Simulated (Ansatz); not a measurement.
Reaction (redistribution): `C[SiH](S)CF` + `[OH][AlH][SiH3]` → `C[SiH]([SiH3])CF` + `[OH][AlH][SH]`

Computed with Ansatz on PBE0-D4/def2-TZVP structures; ΔE is electronic, products minus reactants. CBS: MP2 limit from def2 TZ/QZ plus the TZ coupled-cluster correction, frozen cores. Functionals use def2-TZVPP. B3LYP here is the variant with VWN-RPA as its local correlation; programs differ in this. Each species was taken in one conformer, which may not be the lowest.

`C[SiH](S)CF`:

```xyz
12

C     1.357    0.686   -0.557
Si    0.209   -0.193    0.613
S    -0.710    1.118    2.037
C    -1.163   -1.067   -0.357
F    -0.607   -1.884   -1.341
H     2.184    1.150   -0.017
H     0.829    1.466   -1.111
H     1.766   -0.025   -1.280
H     0.932   -1.184    1.451
H    -1.192    1.964    1.110
H    -1.781   -1.688    0.299
H    -1.824   -0.344   -0.849
```

`[OH][AlH][SiH3]`:

Z-matrix (Å, degrees):
```
Si
Al 1 2.447
H 1 1.492 2 110.4
H 1 1.488 2 112.9 3 -120.8
H 1 1.492 2 110.7 3 118.0
O 2 1.698 1 116.2 3 114.7
H 2 1.590 1 124.9 3 -65.0
H 6 0.956 2 123.1 1 -179.6
```

`C[SiH]([SiH3])CF`:

```xyz
14

C     0.356    1.154   -1.440
Si    0.190    0.465    0.294
Si    1.167   -1.656    0.481
C    -1.645    0.354    0.776
F    -2.304   -0.546   -0.062
H    -0.066    2.161   -1.499
H    -0.176    0.518   -2.150
H     1.403    1.205   -1.746
H     0.820    1.385    1.288
H     0.601   -2.591   -0.528
H     2.638   -1.566    0.260
H     0.932   -2.221    1.838
H    -2.143    1.326    0.680
H    -1.774    0.013    1.809
```

`[OH][AlH][SH]`:

```xyz
6

O    -0.729   -1.310   -0.199
Al   -0.249    0.053    0.677
S     1.055    1.588   -0.172
H    -0.482   -1.518   -1.097
H    -0.766    0.214    2.150
H     1.172    0.972   -1.360
```

**Question.** Is it downhill or uphill in electronic energy at CCSD(T)/CBS, and by how much? (Estimate.)

**Answer.** Ansatz gave: Downhill: ΔE = -46.2 kJ/mol.

**Question.** What do these levels give: PBE0-D4, B3LYP-D4, ωB97X-V, MP2/def2-TZVPP, CCSD/def2-TZVPP, CCSD(T)/def2-TZVPP? (An estimate is asked.)

**Answer.** Computed: PBE0-D4 -44.7, B3LYP-D4 -46.6, ωB97X-V -45.3, MP2/def2-TZVPP -47.5, CCSD/def2-TZVPP -46.3, CCSD(T)/def2-TZVPP -46.4 kJ/mol.

Largest T1 diagnostic among the species: 0.014.
